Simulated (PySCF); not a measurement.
**Spinor energies of Pb⁶⁶⁺ (lead, charge +66)**

Start: [Ne] 3s2 3p4; 3p1/2 filled at m_j = -1/2, +1/2; 3p3/2 filled at m_j = +1/2, +3/2. Calculated with PySCF 2.14 in an even-tempered Gaussian basis (17 s from 23 bohr⁻², ratio 2.4; 14 p from 29 bohr⁻², ratio 2.4; 4 d from 100 bohr⁻², ratio 2.6; 4 f from 150 bohr⁻², ratio 2.6): generalised Hartree-Fock with the X2C-1e Hamiltonian and a Gaussian nucleus; one run each with spin-orbit coupling (SO) switched off, then screened by Boettger's factors.

```
spinor shell  electrons  ε, spin-free (eV)  ε, screened SO (eV)  weight of nominal j (screened SO)  rms radius, screened SO (bohr)
       1s1/2          2           -94055.1             -94007.6                              1.000                          0.0181
       2s1/2          2           -21312.2             -21294.5                              1.000                          0.0722
       2p1/2          2           -19077.4             -20694.4                              1.000                          0.0609
       2p3/2          4           -19077.4             -18446.1                              1.000                          0.0689
       3s1/2          2            -8469.4              -8463.1                              1.000                           0.174
       3p1/2          2            -7823.7              -8237.8                              1.000                           0.165
       3p3/2          2            -7823.7              -7655.0                              1.000                           0.178
```

| quantity | spin-free | screened SO |
| --- | --- | --- |
| E (hartree) | -15751.17084 | -15799.69007 |
| M_J | 2 | 2 |
| ⟨J²⟩ | 6.000 | 6.001 |
| ⟨L²⟩ | 2.000 | 3.340 |
| ⟨S²⟩ | 2.000 | 1.418 |

Each row is a mean over spinors that exchange with the open shell spreads, by up to 43.704 eV (3s1/2).

Breit and QED terms are absent; they matter most for the inner s and p1/2 levels.

Densities and radii are taken from the X2C orbitals without a picture-change correction, which distorts them close to the nucleus.

Without spin-orbit coupling the j labels of p, d and f shells carry no meaning; the spin-free column gives the mean over the occupied spinors of each nl shell.
